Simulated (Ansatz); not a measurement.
Basis-set extrapolation for CH$_{6}$AlFSSi (`F[CH]([SiH3])[AlH][SH]`) (PBE0-D4/def2-TZVP geometry, frozen core, Ansatz). Multiplicity 1, RHF reference.

```
                       def2-TZVPP    def2-QZVPP
                 HF  -1069.294948  -1069.328319
    MP2 correlation     -0.799071     -0.865958
CCSD(T) correlation     -0.890495       not run
```

Energies in hartree. Use E(X) = E(∞) + A·exp(−7.88·√X) for Hartree–Fock and E(X) = E(∞) + B·X^(−2.97) for correlation, with X = 3 and 4, and add CCSD(T) minus MP2 of the smaller set to the MP2 limit.

**Question.** What is the CCSD(T) energy at the basis-set limit?

**Answer.** HF limit: -1069.328319 + (-0.033371) × 0.13774 = -1069.33292. MP2 limit: -0.865958 + (-0.066887) × 0.74074 = -0.91550. Higher-order term: -0.890495 − (-0.799071) = -0.09142. Total: -1070.33984 hartree, 405.4 kJ/mol below CCSD(T)/def2-TZVPP.
